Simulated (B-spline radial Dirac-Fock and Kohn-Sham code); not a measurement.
X-ray form factors of arsenic in several charge states

Level of theory: Dirac-Fock densities; an atomic code on a B-spline grid.

Configurations: As¹⁶⁺ [Ne] 3s2 3p5; As¹⁸⁺ [Ne] 3s2 3p3; As¹⁹⁺ [Ne] 3s2 3p2; As²²⁺ [Ne] 3s1; As²⁴⁺ [He] 2s2 2p5; As²⁵⁺ [He] 2s2 2p4. The first column is f₀ of As¹⁶⁺, the others are differences from it.

```tsv
s (Å⁻¹)	As¹⁶⁺	Δ As¹⁸⁺	Δ As¹⁹⁺	Δ As²²⁺	Δ As²⁴⁺	Δ As²⁵⁺
0	17.000	-2.000	-3.000	-6.000	-8.000	-9.000
0.05	16.954	-1.987	-2.981	-5.965	-7.959	-8.958
0.1	16.817	-1.949	-2.925	-5.860	-7.837	-8.834
0.15	16.592	-1.887	-2.834	-5.690	-7.637	-8.631
0.2	16.287	-1.803	-2.711	-5.459	-7.367	-8.355
0.25	15.908	-1.700	-2.560	-5.174	-7.033	-8.014
0.3	15.467	-1.581	-2.386	-4.844	-6.645	-7.618
0.35	14.973	-1.450	-2.194	-4.479	-6.214	-7.178
0.4	14.438	-1.311	-1.989	-4.088	-5.752	-6.704
0.45	13.875	-1.168	-1.777	-3.681	-5.269	-6.209
0.5	13.294	-1.025	-1.564	-3.268	-4.777	-5.704
0.6	12.123	-0.748	-1.153	-2.460	-3.807	-4.704
0.7	10.999	-0.503	-0.785	-1.725	-2.913	-3.775
0.8	9.975	-0.303	-0.482	-1.103	-2.142	-2.968
0.9	9.079	-0.152	-0.250	-0.614	-1.521	-2.306
1	8.320	-0.048	-0.088	-0.259	-1.053	-1.795
1.1	7.691	+0.015	+0.012	-0.027	-0.726	-1.425
1.2	7.173	+0.046	+0.063	+0.103	-0.519	-1.174
1.4	6.384	+0.045	+0.069	+0.151	-0.362	-0.928
1.6	5.787	+0.008	+0.015	+0.053	-0.388	-0.868
```

Values without a named source are computed, but for edge energies of neutral atoms, which are taken from tables.
